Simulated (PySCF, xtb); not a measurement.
Cl2Zn, SMILES [Cl][Zn][Cl] (connectivity only; charge and spin as stated), charge -1, multiplicity 2.

Harmonic wavenumbers (cm⁻¹) from GFN2-xTB in xtb at its own minimum, in rising order: 67, 184, 212.

Q: What does PBE0-D3(BJ)/def2-SVPD (PySCF) give at its own minimum? (An estimate is asked for; the answer gives what the named calculation found.)

A: 94, 269, 294. Paired by order, the mean absolute difference is 64 cm⁻¹ and the zero-point energies are 0.7 and 0.9 kcal/mol.
